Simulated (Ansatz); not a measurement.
Consider the hydrogenolysis of a C–C bond: `BC1(C)CO1` + H₂ → `BC1CO1` + CH₄.

Computed with Ansatz on PBE0-D4/def2-TZVP structures; ΔE is electronic, products minus reactants. CCSD(T)/CBS adds triple-zeta CCSD(T) − MP2 to the extrapolated MP2 energy (def2 sets, frozen cores). This one scheme is used for every species. DFT in def2-TZVPP. HSE06 is defined as in plane-wave codes.

```tsv
level	ΔE (kJ/mol)	difference from CCSD(T)/CBS
LDA (SPW92)	-45.8	7.3
r2SCANh-D4	-55.4	-2.3
HSE06-D4	-55.7	-2.6
PBE-QIDH	-56.1	-3.0
PBE0	-60.5	-7.4
CAM-B3LYP	-64.0	-10.9
MP2/def2-TZVPP	-50.1	3.0
HF/def2-QZVPP	-76.1	-23.0
SCS-MP2/def2-QZVPP	-54.3	-1.2
CCSD/CBS(def2)	-57.7	-4.6
CCSD(T)/CBS	-53.1	0
```

Largest T1 diagnostic among the species: 0.012.

Leaving LDA and LC-ωPBE aside and taking each functional with its dispersion term where it has one, the values, not all of them listed here, spread over 14.1 kJ/mol, from BHLYP-D4 to revPBE-D4. LDA lies +12.9 kJ/mol from PBE without D4. In def2-TZVPP, CCSD(T) changes the Hartree–Fock value by +21.9 kJ/mol (the triples alone add +4.5 kJ/mol) and MP2 by +26.2 kJ/mol.

CCSD(T)/CBS has its own doubt, a few kJ/mol and more with outer-core shells, so smaller differences from it don't rank the levels.
